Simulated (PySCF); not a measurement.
Löwdin shares of the frontier orbitals

C₅H₁₂OSi.
SMILES with atom numbers: `[CH3:1][CH:2]([CH3:3])[C@H:4]1[CH2:5][O:6][SiH2:7]1` (hydrogens: H8, H9, H10 on C1; H11 on C2; H12, H13, H14 on C3; H15 on C4; H16, H17 on C5; H18, H19 on Si7)

Computed with TDDFT CAM-B3LYP/def2-SVPD, vertical, gas phase, core orbitals frozen in the response in PySCF 2.14.0, density-fitted response routines. Isolated species at its GFN2-xTB geometry (one conformer only). Torsions of this conformer, `[CH3:1][CH:2]([CH3:3])[C@H:4]1[CH2:5][O:6][SiH2:7]1`: C1–C2–C4–C5 -168°.

Frontier orbitals with the atoms that hold most of them (Löwdin shares over 4%, at most four atoms; ? is withheld):

```json
{"orbital": "LUMO+2", "ε (eV)": "1.71", "atoms": "Si7 26%, H19 9%, C3 8%, H18 7%"}
{"orbital": "LUMO+1", "ε (eV)": "1.31", "atoms": "Si7 26%, C3 8%, C5 7%, C1 6%"}
{"orbital": "LUMO", "ε (eV)": "0.69", "atoms": "?"}
{"orbital": "HOMO", "ε (eV)": "-9.14", "atoms": "C4 26%, O6 22%, Si7 18%, C3 6%"}
{"orbital": "HOMO-1", "ε (eV)": "-9.26", "atoms": "?"}
{"orbital": "HOMO-2", "ε (eV)": "-9.92", "atoms": "O6 30%, C5 18%, C4 18%, C1 8%"}
{"orbital": "HOMO-3", "ε (eV)": "-10.76", "atoms": "C2 27%, C4 16%, H11 15%, C3 9%"}
```

Give the leading atoms of the HOMO-1.

O6 (bonded to C and Si) 45%; Si7 (bonded to C, O and 2 H) 12%; C5 (bonded to C, O and 2 H) 11%; H18 (bonded to Si) 8%.

Give the leading atoms of the LUMO.

Si7 (bonded to C, O and 2 H) 33%; O6 (bonded to C and Si) 12%; H19 (bonded to Si) 11%; H18 (bonded to Si) 11%. By element: silicon 33%, hydrogen 22% or more, oxygen 12%.

The HOMO–LUMO gap is 9.83 eV. Where does the response calculation put the lowest singlet, and from which orbitals?

S1 is at 6.40 eV (f = 0.0066), 3.43 eV below the gap, made of HOMO-1→LUMO (46%), HOMO→LUMO (46%). Its leading pair isn't HOMO and LUMO; the energies of that pair differ by 9.96 eV. 

Next come S2 at 6.56 eV (f 0.043), HOMO→LUMO (48%), HOMO-1→LUMO (45%); S3 at 7.32 eV (f 0.017), HOMO-2→LUMO (91%); S4 at 7.49 eV (f 0.019), HOMO→LUMO+1 (60%), HOMO→LUMO+3 (19%); S5 at 7.60 eV (f 0.017), HOMO-1→LUMO+1 (57%), HOMO-1→LUMO+3 (22%), HOMO→LUMO+1 (10%).

The run took 1.9 min of wall time on one thread of an Arm Neoverse N1, shared host, and the process peaked at 1.1 GiB of memory.

Without π bonds the low states are Rydberg-like; a valence basis with one diffuse set may place them up to an eV too high.
